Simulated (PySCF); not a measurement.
FK, singlet, at a GFN2-xTB geometry (such geometries of metal compounds can be far from the true shape). Base run: HF/def2-SVPD, polarisability in PySCF.

PySCF was given this input:
```python
from pyscf import gto, scf
from pyscf.prop import polarizability

mol = gto.Mole()
mol.atom = '''
    K    -0.00000000   -0.00000000   -0.64992718
    F     0.00000000    0.00000000    1.37206849
'''
mol.basis = 'def2-svpd'
mol.verbose = 3
mol.build()

mf = scf.RHF(mol)
mf.kernel()
alpha = mf.Polarizability().polarizability()[2, 2]
print('alpha_zz =', alpha)
```

Each row names what was changed in the base input (with any setting that the change needs).

```csv
change,alpha_zz (bohr³),basis functions,outcome
base,13.60,50,converged
finite field (a.u.) = 0.001; conv_tol = 1e-11,13.60,50,converged
basis = def2-TZVPD,14.84,76,converged
functional = camb3lyp,…,50,converged
basis = 6-31G*,11.98,36,converged
finite field (a.u.) = 0.001; conv_tol = 1e-6,13.59,50,converged
finite field (a.u.) = 2e-4; conv_tol = 1e-6,13.88,50,converged
finite field (a.u.) = 0.05; conv_tol = 1e-11,-,50,not converged
finite field (a.u.) = 2e-4; conv_tol = 1e-11,13.60,50,converged
basis = STO-3G,21.79,18,converged
basis = def2-SVP,10.90,38,converged
functional = pbe,…,50,converged
```

Problem. Fill in the missing entries.

Solution. 
- functional = camb3lyp, alpha_zz (bohr³): 18.61
- functional = pbe, alpha_zz (bohr³): 27.20

Finite-field rows take the second difference of the energy in a field along z; a small field with loose convergence shows SCF noise divided by the square of the field, and a large one adds hyperpolarisability.
